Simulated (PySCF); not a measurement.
All of these have the formula C9H11N. Computed with TDDFT CAM-B3LYP/def2-SVPD, vertical, gas phase, core orbitals frozen in the response in PySCF 2.14.0, density-fitted response routines. Geometries: PBE0-D3(BJ)/def2-SVP; one conformer of each isolated species. Triplets are in the Tamm–Dancoff approximation.

A. `c1ccc2c(c1)CCCN2`
B. `C=CC1=CC=CC=C1CN`
C. `C=Cc1cccc(NC)c1`

Lowest singlet levels (six at most, fewer where fewer were computed) with oscillator strengths:

1. 247 nm (f 0.054); 236 nm (f 0.228); 216 nm (f 0.076); 198 nm (f 0.292); 196 nm (f 0.147); 189 nm (f 0.147); T1 3.41 eV
2. 289 nm (f 0.072); 248 nm (f 0.082); 231 nm (f 0.002); 218 nm (f 0.943); 206 nm (f 0.021); 200 nm (f 0.001); T1 3.08 eV
3. 267 nm (f 0.051); 238 nm (f 0.062); 230 nm (f 0.076); 205 nm (f 0.002); 201 nm (f 0.006); 191 nm (f 0.220); T1 3.75 eV

**Question.** Match each spectrum to its molecule.

**Answer.** 1 = B, 2 = C, 3 = A.
- A: S1 at 4.65 eV, HOMO→LUMO (87%); Löwdin shares by element: HOMO carbon 39% or more, nitrogen 27% (atoms not listed hold the other 34%); LUMO carbon 61% or more (atoms not listed hold the other 39%); HOMO -6.69 and LUMO 1.01 eV.
- B: S1 at 5.02 eV, HOMO→LUMO (35%), HOMO→LUMO+1 (24%), HOMO-1→LUMO (22%); Löwdin shares by element: HOMO carbon 56% or more (atoms not listed hold the other 44%); LUMO carbon 59% or more (atoms not listed hold the other 41%); HOMO -7.90 and LUMO -0.06 eV.
- C: S1 at 4.29 eV, HOMO→LUMO (86%); Löwdin shares by element: HOMO carbon 41% or more, nitrogen 24% (atoms not listed hold the other 35%); LUMO carbon 59% or more (atoms not listed hold the other 41%); HOMO -6.82 and LUMO 0.13 eV.
